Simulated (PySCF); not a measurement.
PySCF input for C₃H₆F₂Si, SMILES C=CC[SiH](F)F, TDA-PBE/def2-SVPD. Geometry optimised at B3LYP-D3(BJ)/def2-SVP. The values are those of a single conformer.

```python
import numpy as np
from pyscf import gto, scf, dft, tdscf

mol = gto.M(
    atom='''
    Si    0.86753811   -0.12409922    0.18958824
    F     2.15567558   -0.51437736   -0.71275117
    F     1.04957192    1.42953648    0.61290027
    C    -0.69074539   -0.29427172   -0.82181724
    C    -1.87908299    0.20287385   -0.04856618
    C    -2.79626143   -0.56949295    0.54237542
    H     0.88991055   -0.94608481    1.41761933
    H    -0.54885969    0.27568826   -1.75707912
    H    -0.80561702   -1.35699205   -1.09675645
    H    -1.95045396    1.29150255    0.06385884
    H    -2.76429908   -1.66148293    0.46513164
    H    -3.61690284   -0.13632926    1.11969641
    ''',
    basis='def2-SVPD',
    charge=0,
    spin=0,
    max_memory=1600,
    verbose=4,
)
mf = dft.RKS(mol, xc='pbe').density_fit(auxbasis='def2-universal-jkfit')
mf.grids.level = 3
mf.conv_tol = 1e-9
mf.max_cycle = 100
mf.kernel()
mf.grids = dft.Grids(mol).set(level=1).build(with_non0tab=True)  # coarser grid for the response kernel
td = tdscf.TDA(mf)
td.singlet = True
td.nstates = 10
td.conv_tol = 1e-4
td.positive_eig_threshold = 1e-6
td.kernel(x0=td.get_init_guess(mf, 15))
td.analyze()
tt = tdscf.TDA(mf)
tt.singlet = False
tt.nstates = 4
tt.conv_tol = 1e-4
tt.positive_eig_threshold = 1e-6
tt.kernel(x0=tt.get_init_guess(mf, 9))
tt.analyze(verbose=3)
```

Program output:

```
PySCF version 2.14.0

[INPUT] verbose = 4
[INPUT] num. atoms = 12
[INPUT] num. electrons = 56
[INPUT] charge = 0
[INPUT] spin (= nelec alpha-beta = 2S) = 0
[INPUT] symmetry False subgroup None
[INPUT] Mole.unit = angstrom
[INPUT] Symbol           X                Y                Z      unit          X                Y                Z       unit  Magmom
[INPUT]  1 Si     0.867538110000  -0.124099220000   0.189588240000 AA    1.639409430523  -0.234513538072   0.358269850038 Bohr   0.0
[INPUT]  2 F      2.155675580000  -0.514377360000  -0.712751170000 AA    4.073636459613  -0.972032335077  -1.346904506263 Bohr   0.0
[INPUT]  3 F      1.049571920000   1.429536480000   0.612900270000 AA    1.983403476834   2.701432432275   1.158213651972 Bohr   0.0
[INPUT]  4 C     -0.690745390000  -0.294271720000  -0.821817240000 AA   -1.305319608906  -0.556092957005  -1.553009508046 Bohr   0.0
[INPUT]  5 C     -1.879082990000   0.202873850000  -0.048566180000 AA   -3.550952216429   0.383376014336  -0.091776779116 Bohr   0.0
[INPUT]  6 C     -2.796261430000  -0.569492950000   0.542375420000 AA   -5.284168275385  -1.076185705371   1.024941000496 Bohr   0.0
[INPUT]  7 H      0.889910550000  -0.946084810000   1.417619330000 AA    1.681687214861  -1.787841181511   2.678912282589 Bohr   0.0
[INPUT]  8 H     -0.548859690000   0.275688260000  -1.757079120000 AA   -1.037194494914   0.520975307158  -3.320398315992 Bohr   0.0
[INPUT]  9 H     -0.805617020000  -1.356992050000  -1.096756450000 AA   -1.522395529088  -2.564343327712  -2.072569315850 Bohr   0.0
[INPUT] 10 H     -1.950453960000   1.291502550000   0.063858840000 AA   -3.685823802973   2.440586108677   0.120675718232 Bohr   0.0
[INPUT] 11 H     -2.764299080000  -1.661482930000   0.465131640000 AA   -5.223768187587  -3.139747698340   0.878971411470 Bohr   0.0
[INPUT] 12 H     -3.616902840000  -0.136329260000   1.119696410000 AA   -6.834955786762  -0.257624964165   2.115919557559 Bohr   0.0

nuclear repulsion = 298.992216277614
number of shells = 76
number of NR pGTOs = 258
number of NR cGTOs = 178
basis = def2-SVPD
ecp = {}


[settings echo left out]
init E= -606.635847939072
  HOMO = -0.303680593367048  LUMO = -0.101939493475054  gap/eV = 5.48965
cycle= 1 E= -606.274771586102  delta_E= 0.361  |g|= 0.791  |ddm|= 5.11
  HOMO = -0.167151724012574  LUMO = -0.00483606421807714  gap/eV = 4.41683
cycle= 2 E= -605.952580576449  delta_E= 0.322  |g|= 1.57  |ddm|= 2.33
  HOMO = -0.225830666940416  LUMO = -0.0392986659622201  gap/eV = 5.07579
cycle= 3 E= -606.396419437425  delta_E= -0.444  |g|= 0.166  |ddm|= 1.48
  HOMO = -0.244019357922762  LUMO = -0.0529604771710455  gap/eV = 5.19898
cycle= 4 E= -606.402469839128  delta_E= -0.00605  |g|= 0.0519  |ddm|= 0.25
  HOMO = -0.239875907057261  LUMO = -0.0494211597492598  gap/eV = 5.18254
cycle= 5 E= -606.403038618335  delta_E= -0.000569  |g|= 0.0202  |ddm|= 0.0945
  HOMO = -0.239481850507967  LUMO = -0.0492780344198187  gap/eV = 5.17571
cycle= 6 E= -606.40312703477  delta_E= -8.84e-05  |g|= 0.00907  |ddm|= 0.0345
  HOMO = -0.239692211349368  LUMO = -0.0494299502201434  gap/eV = 5.17730
cycle= 7 E= -606.403150831673  delta_E= -2.38e-05  |g|= 0.000856  |ddm|= 0.0125
  HOMO = -0.239714194265814  LUMO = -0.0494483382014006  gap/eV = 5.17740
cycle= 8 E= -606.4031509765  delta_E= -1.45e-07  |g|= 0.000312  |ddm|= 0.00185
  HOMO = -0.239695652231443  LUMO = -0.0494303857213554  gap/eV = 5.17738
cycle= 9 E= -606.403150997075  delta_E= -2.06e-08  |g|= 0.000103  |ddm|= 0.000514
  HOMO = -0.23970121877965  LUMO = -0.049435506243634  gap/eV = 5.17739
cycle= 10 E= -606.403150999045  delta_E= -1.97e-09  |g|= 3.87e-05  |ddm|= 0.000137
  HOMO = -0.239704037799449  LUMO = -0.0494381968940742  gap/eV = 5.17740
cycle= 11 E= -606.403150999226  delta_E= -1.81e-10  |g|= 2.06e-05  |ddm|= 5.75e-05
  HOMO = -0.239701390352798  LUMO = -0.0494357572582871  gap/eV = 5.17739
Extra cycle  E= -606.403150999033  delta_E= 1.93e-10  |g|= 3.86e-05  |ddm|= 6.35e-05
converged SCF energy = -606.403150999033
tot grids = 47384
Overwritten attributes  positive_eig_threshold  of <class 'pyscf.tdscf.rks.TDA'>


******** <class 'pyscf.tdscf.rks.TDA'> for <class 'pyscf.df.df_jk.DFRKS'> ********
nstates = 10 singlet
deg_eia_thresh = 1.000e-03
wfnsym = None
conv_tol = 0.0001
eigh lindep = 1e-12
eigh level_shift = 0
eigh max_cycle = 100


Excitation energies (eV)
[6.26507859 6.47570501 6.60432981 6.91212465 7.29979078 7.44038453
 7.58811827 7.82335979 8.05123208 8.19484304]

** Singlet excitation energies and oscillator strengths **
Excited State   1:      6.26508 eV    197.90 nm  f=0.1211
      27 -> 29        0.12005
      28 -> 29       -0.48167
      28 -> 31       -0.48998
Excited State   2:      6.47571 eV    191.46 nm  f=0.0048
      28 -> 30       -0.70405
Excited State   3:      6.60433 eV    187.73 nm  f=0.0017
      28 -> 32       -0.70455
Excited State   4:      6.91212 eV    179.37 nm  f=0.1178
      27 -> 29        0.46185
      28 -> 29       -0.27409
      28 -> 31        0.41947
      28 -> 34       -0.10903
Excited State   5:      7.29979 eV    169.85 nm  f=0.0374
      27 -> 29       -0.12798
      28 -> 33       -0.69012
Excited State   6:      7.44038 eV    166.64 nm  f=0.0257
      27 -> 29       -0.27201
      28 -> 34       -0.62716
Excited State   7:      7.58812 eV    163.39 nm  f=0.0119
      26 -> 29       -0.62753
      27 -> 29       -0.24257
      28 -> 34        0.12614
Excited State   8:      7.82336 eV    158.48 nm  f=0.0179
      28 -> 35        0.69561
Excited State   9:      8.05123 eV    153.99 nm  f=0.2403
      23 -> 29        0.15325
      25 -> 29       -0.18477
      26 -> 29       -0.28233
      27 -> 29        0.27807
      27 -> 31        0.12715
      28 -> 29        0.27905
      28 -> 31       -0.20266
      28 -> 34       -0.24290
      28 -> 37        0.15420
Excited State  10:      8.19484 eV    151.30 nm  f=0.0151
      25 -> 29       -0.67197
      27 -> 31       -0.10352

** Transition electric dipole moments (AU) **
state          X           Y           Z        Dip. S.      Osc.
  1        -0.8571     -0.2042      0.1129      0.7891      0.1211
  2         0.1728     -0.0081      0.0255      0.0306      0.0048
  3         0.0731     -0.0556      0.0445      0.0104      0.0017
  4        -0.7372     -0.1632      0.3543      0.6956      0.1178
  5        -0.2025      0.0985     -0.3980      0.2091      0.0374
  6         0.0119     -0.0645      0.3697      0.1410      0.0257
  7        -0.2085     -0.0818      0.1187      0.0643      0.0119
  8        -0.2947      0.0772     -0.0256      0.0934      0.0179
  9         0.9431      0.3037     -0.4865      1.2184      0.2403
 10        -0.2104     -0.1726      0.0360      0.0753      0.0151

** Transition velocity dipole moments (imaginary part, AU) **
state          X           Y           Z        Dip. S.      Osc.
  1        -0.1060     -0.0099     -0.0213      0.0118      0.0341
  2         0.0339     -0.0055      0.0224      0.0017      0.0047
  3         0.0169     -0.0135      0.0230      0.0010      0.0027
  4        -0.0906     -0.0007      0.0375      0.0096      0.0252
  5        -0.0542      0.0159     -0.0978      0.0127      0.0317
  6         0.0315      0.0035      0.0874      0.0086      0.0211
  7        -0.0334      0.0039      0.0036      0.0011      0.0027
  8        -0.0412      0.0152     -0.0001      0.0019      0.0045
  9         0.1720     -0.0068     -0.0407      0.0313      0.0705
 10        -0.0460     -0.0022     -0.0116      0.0023      0.0050

** Transition magnetic dipole moments (imaginary part, AU) **
state          X           Y           Z
  1        -0.3996      0.0618     -0.0967
  2        -0.1383     -0.1051     -0.0858
  3        -0.1133     -0.7199      0.0163
  4        -0.3427     -0.8569      0.0057
  5        -0.1227      0.2101     -0.0248
  6         0.1899      0.0897     -0.2735
  7         1.0270      0.4114     -0.6999
  8        -0.0375     -0.4026      0.1711
  9        -0.2372      0.2794      0.1552
 10        -0.3538      0.6420      0.1955


******** <class 'pyscf.tdscf.rks.TDA'> for <class 'pyscf.df.df_jk.DFRKS'> ********
nstates = 4 triplet
deg_eia_thresh = 1.000e-03
wfnsym = None
conv_tol = 0.0001
eigh lindep = 1e-12
eigh level_shift = 0
eigh max_cycle = 100


Excitation energies (eV)
[4.27279274 6.33748847 6.39422112 6.48908247]

** Triplet excitation energies and oscillator strengths **
Excited State   1:      4.27279 eV    290.17 nm  f=0.0000
Excited State   2:      6.33749 eV    195.64 nm  f=0.0000
Excited State   3:      6.39422 eV    193.90 nm  f=0.0000
Excited State   4:      6.48908 eV    191.07 nm  f=0.0000
```

The run converged.

Cost: roughly 90 core-seconds.
